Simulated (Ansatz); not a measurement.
A search over several starts for the lowest SCF solution of Na₃Sb⁺ at the given spin, in a small basis.

```yaml
crystal:
  periodic: [false, false, false]
  atoms:
    - {symbol: Na, position_ang: [1.978106, 0.780117, -1.001468]}
    - {symbol: Na, position_ang: [-1.162878, 1.506738, 1.379134]}
    - {symbol: Na, position_ang: [-0.063903, -2.269482, 0.608263]}
    - {symbol: Sb, position_ang: [-0.751325, -0.017383, -0.985929]}
basis:
  gaussian: {orbitals: def2-SVP}
total_charge: 1
magnetization: {spin_polarized: true, initial_magnetization: 1}
hamiltonian: {xc: pbe0, dispersion: d4}
output: {orbitals: {seedname: orbitals}}
```

```sh
$ ansatz run in.yaml --threads 4 --pin off --events-out ev --progress --plain --max-ram 3916MiB
```

It prints (some lines left out):

```
Functional definition: PBE0
739 factors; integrals over basis functions are off by at most 4.2e-4 eV
mean field evaluation 1: about -19764.4253 eV, gradient 2.2e1 eV
mean field evaluation 2: about -19747.6909 eV, gradient 4.2e1 eV
mean field evaluation 4: about -19769.5244 eV, gradient 3.2e0 eV
mean field evaluation 8: about -19769.6641 eV, gradient 9.3e-2 eV
mean field evaluation 16: about -19769.6644 eV, gradient 1.8e-3 eV
mean field evaluation 32: about -19769.7301 eV, gradient 3.4e-3 eV
mean field evaluation 64: about -19769.6851 eV, gradient 1.7e0 eV
mean field evaluation 96: about -19769.7295 eV, gradient 7.3e-3 eV
mean field evaluation 128: about -19769.7226 eV, gradient 7.0e-1 eV
mean field -19769.73016555 eV, -726.5241831796 hartree, gradient 9.6e-6 eV, S^2 0.757498; 16 other end points of the search recorded, 0 dependent functions left out
reference -19769.73020683 eV, -726.5241846966 hartree; 28, 27 occupied and 43, 44 virtual orbitals, 739 factors
Total energy: -19769.80811179 eV, -726.5270476509 hartree
```

Hardware: 4 threads of Arm Neoverse V2 on a shared host. Wall time 17 s.

In the def2 sets Sb takes a core potential; there is no spin–orbit coupling. The structure comes from a short search, and lower isomers may exist.
